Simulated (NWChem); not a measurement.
**Correlation energy of CCl2**

```xyz
3

Cl     1.4022     0.0000     0.1491
C      0.0000     0.0000    -0.8450
Cl    -1.4022     0.0000     0.1491
```
Charge 0, spin multiplicity 1.

Everything below was run with NWChem. The geometry was optimised at PBE0/def2-SVP, a minimum by its harmonic frequencies.

Basis set: cc-pVTZ. Each correlation energy counts from its own Hartree-Fock reference.

```tsv
method	correlation energy (mHa)	difference from CCSD(T)
RI-MP2	-515.2	+65.1
MP2	-515.2	+65.1
SCS-MP2	-505.5	+74.9
CR-CCSD[T]	-573.9	+6.4
CR-CCSD(T)	-572.9	+7.5
CCSD	-551.8	+28.5
CCSD+T(CCSD)	-581.7	-1.3
CCSD(T)	-580.3	0.0
```

The values span 76.2 mHa, from CCSD+T(CCSD) (lowest) to SCS-MP2 (highest). 

The correlated methods keep 11 core orbitals frozen. The structure started from a generated list of species. No row is a measurement; the coupled-cluster row has its own basis-set and correlation limits.
